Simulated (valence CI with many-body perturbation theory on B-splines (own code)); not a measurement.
**E1 transitions of Si+**

Computed by relativistic CI+MBPT: three valence electrons over a frozen Dirac-Fock core [Ne], a basis of 11 s, 11 p, 10 d, 8 f, 5 g, 2 h functions for each j, with the one-electron correlation potential Σ1 (screened to all orders), the two-electron term Σ2, the three-electron term Σ3, Breit, model QED; selected single and double excitations, second order for the rest, scaled by the run's own slope (own B-spline code, finite nucleus).

Set against measurement, 38 paired levels are off by 64 cm⁻¹ on average, the worst by 151. These come from a selection out of the NIST Handbook of Basic Atomic Spectroscopic Data. Levels without a partner in it may be off by more.

Lines 1 to 50 of 388 in falling wavelength, among levels below 121929 cm⁻¹, chosen from the strongest by gf and those to the six lowest levels. Wavelengths and rates use the calculated energies, so an error of 60 cm⁻¹ moves a line at 3865 nm by 2.3 % and its rate by three times that or more. Electric multipoles are in the length gauge, E1 and E2 with the static RPA response of the core. Weak lines are less certain than strong ones. Lines between different terms over intervals too small for the method are left out, as are lines whose strength nearly cancels. The highest levels of a list are the least certain.

Names give the largest LS component (configuration and term), which can be under half, so a name can repeat, a term be missing and a line seem to break the LS rules; names also repeat where a configuration has a term twice.

```tsv
λ vac (nm)	λ from measured levels	Upper	Lower	A (s⁻¹)	S (a.u.)
4094		3s²6g ²G_7/2	3s3p4s ⁴P°_5/2	9.56e-07	2.59e-10
3982		3s²6s ²S_1/2	3s3p3d ²D°_3/2	1.41e+01	8.81e-04
3956		3s²8s ²S_1/2	3s²7p ²P°_3/2	3.66e+06	2.24e+02
3915		3s²8s ²S_1/2	3s²7p ²P°_1/2	1.80e+06	1.07e+02
3865	3921	3s3p² ²P_1/2	3s²4p ²P°_3/2	7.43e+00	4.23e-04
3812	3950	3s²4f ²F°_7/2	3s²4d ²D_5/2	9.53e+05	2.08e+02
3812	3950	3s²4f ²F°_5/2	3s²4d ²D_5/2	6.36e+04	1.04e+01
3810	3948	3s²4f ²F°_5/2	3s²4d ²D_3/2	8.91e+05	1.46e+02
3778	3831	3s3p² ²P_1/2	3s²4p ²P°_1/2	2.71e+01	1.44e-03
3620	3524	3s²5p ²P°_1/2	3s²4d ²D_3/2	1.90e+06	8.90e+01
3598		3s²6p ²P°_1/2	3s²6s ²S_1/2	3.42e+06	1.57e+02
3590	3495	3s²5p ²P°_3/2	3s²4d ²D_5/2	1.75e+06	1.60e+02
3588	3494	3s²5p ²P°_3/2	3s²4d ²D_3/2	1.95e+05	1.78e+01
3586	3632	3s3p² ²P_3/2	3s²4p ²P°_3/2	8.64e+00	7.86e-04
3580		3s²6p ²P°_3/2	3s²6s ²S_1/2	3.47e+06	3.14e+02
3511	3555	3s3p² ²P_3/2	3s²4p ²P°_1/2	8.26e+01	7.06e-03
3373	3332	3s3p4s ⁴P°_5/2	3s²5g ²G_7/2	2.90e-05	3.29e-09
3318		3s3p4s ²P°_1/2	3s²6d ²D_3/2	1.12e+06	4.03e+01
3301		3s3p3d ⁴F°_3/2	3s²6s ²S_1/2	5.39e-01	3.83e-05
3156		3s3p4s ²P°_3/2	3s²6d ²D_5/2	9.33e+05	5.79e+01
3155		3s3p4s ²P°_3/2	3s²6d ²D_3/2	1.04e+05	6.43e+00
2761		3s3p4s ²P°_1/2	3s²7s ²S_1/2	1.09e+06	2.27e+01
2719	2798	3s²5d ²D_3/2	3s3p3d ²D°_5/2	4.13e-02	1.64e-06
2719	2798	3s²5d ²D_5/2	3s3p3d ²D°_5/2	5.09e+01	3.03e-03
2694		3s²7s ²S_1/2	3s3p3d ⁴F°_3/2	1.08e+00	2.09e-05
2688	2766	3s²5d ²D_3/2	3s3p3d ²D°_3/2	8.03e+01	3.08e-03
2688	2765	3s²5d ²D_5/2	3s3p3d ²D°_3/2	1.41e+01	8.11e-04
2648		3s3p4s ²P°_3/2	3s²7s ²S_1/2	9.78e+05	3.58e+01
2533		3s²7s ²S_1/2	3s²6p ²P°_3/2	8.95e+06	1.44e+02
2524		3s²7s ²S_1/2	3s²6p ²P°_1/2	4.48e+06	7.11e+01
2398		3s²6d ²D_5/2	3s3p3d ⁴F°_7/2	8.61e+02	3.51e-02
2349		3s²6d ²D_3/2	3s3p3d ⁴F°_5/2	9.32e+02	2.38e-02
2349		3s²6d ²D_5/2	3s3p3d ⁴F°_5/2	4.62e+01	1.77e-03
2315		3s²6d ²D_3/2	3s3p3d ⁴F°_3/2	7.33e-02	1.79e-06
2315		3s²6d ²D_5/2	3s3p3d ⁴F°_3/2	1.46e+00	5.36e-05
2245	2209	3s²4p ²P°_1/2	3s3p² ²S_1/2	9.87e+03	1.10e-01
2245	2238	3s3p4s ⁴P°_1/2	3s²5d ²D_3/2	6.62e+02	7.39e-03
2215	2181	3s²4p ²P°_3/2	3s3p² ²S_1/2	1.02e+04	2.19e-01
2195		3s²6d ²D_3/2	3s²6p ²P°_3/2	1.82e+06	3.80e+01
2195		3s²6d ²D_5/2	3s²6p ²P°_3/2	1.09e+07	3.42e+02
2188		3s²6d ²D_3/2	3s²6p ²P°_1/2	9.09e+06	1.88e+02
2187	2182	3s3p4s ⁴P°_3/2	3s²5d ²D_5/2	1.49e+03	3.07e-02
2187	2182	3s3p4s ⁴P°_3/2	3s²5d ²D_3/2	1.68e+02	3.46e-03
2140		3s²6d ²D_3/2	3s²5f ²F°_5/2	2.17e+06	4.20e+01
2140		3s²6d ²D_5/2	3s²5f ²F°_5/2	1.03e+05	3.00e+00
2140		3s²6d ²D_5/2	3s²5f ²F°_7/2	2.07e+06	6.00e+01
2096	2091	3s3p4s ⁴P°_5/2	3s²5d ²D_5/2	4.72e-02	1.29e-06
2096	2091	3s3p4s ⁴P°_5/2	3s²5d ²D_3/2	1.92e-03	5.22e-08
2054		3s²8s ²S_1/2	3s3p4s ⁴P°_3/2	2.12e+01	1.81e-04
2006		3s²8s ²S_1/2	3s3p4s ⁴P°_1/2	1.56e+00	1.24e-05
```
